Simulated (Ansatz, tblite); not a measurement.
[MO3Cl] with several metals: vertical IE (eV) at several levels, gas phase, relaxed structures; Ansatz, xTB through tblite. Core potentials for Mo, W in the def2 sets, no spin–orbit coupling. Raw xTB energies of ions are shifted by several eV. The structures are stationary points that may keep the symmetry of their start. Remarks come from the PBE and PBE0 runs and from stability tests at other levels; not every state was tested. HOMO above LUMO (over both spins in singlets and doublets, within one spin in higher multiplets; at PBE or PBE0), or a gap under 0.15 eV within one spin, warns that the state may not be the lowest or that an electron is smeared out.

```json
{"species": "[CrO3Cl]- (CrClO3⁻)", "state": "singlet to doublet", "geometry": "PBE0-D4/def2-SVPD", "GFN1-xTB": "12.21", "PBE-D4/def2-TZVPD": "5.15", "r2SCAN-D4/def2-TZVPD": "5.31", "PBE0-D4/def2-TZVPD": "5.50", "remarks": "restricted SCF unstable in HF, gap within one spin near zero at PBE or PBE0 (neutral doublet), spin-contaminated (⟨S²⟩ up to 0.85) (neutral doublet)"}
{"species": "[MoO3Cl]- (MoClO3⁻)", "state": "singlet to doublet", "geometry": "r2SCAN-D4/def2-SVPD", "GFN1-xTB": "11.13", "PBE-D4/def2-TZVPD": "5.29", "r2SCAN-D4/def2-TZVPD": "5.42", "PBE0-D4/def2-TZVPD": "5.61", "remarks": "gap within one spin near zero at PBE or PBE0 (neutral doublet)"}
{"species": "[WO3Cl]- (WClO3⁻)", "state": "singlet to doublet", "geometry": "r2SCAN-D4/def2-SVPD", "GFN1-xTB": "10.68", "PBE-D4/def2-TZVPD": "5.18", "r2SCAN-D4/def2-TZVPD": "5.31", "PBE0-D4/def2-TZVPD": "5.53", "remarks": "–"}
```

Over the 3 species that have every level, the mean is 11.34 at GFN1-xTB, 5.21 at PBE-D4/def2-TZVPD, 5.35 at r2SCAN-D4/def2-TZVPD, 5.55 at PBE0-D4/def2-TZVPD.
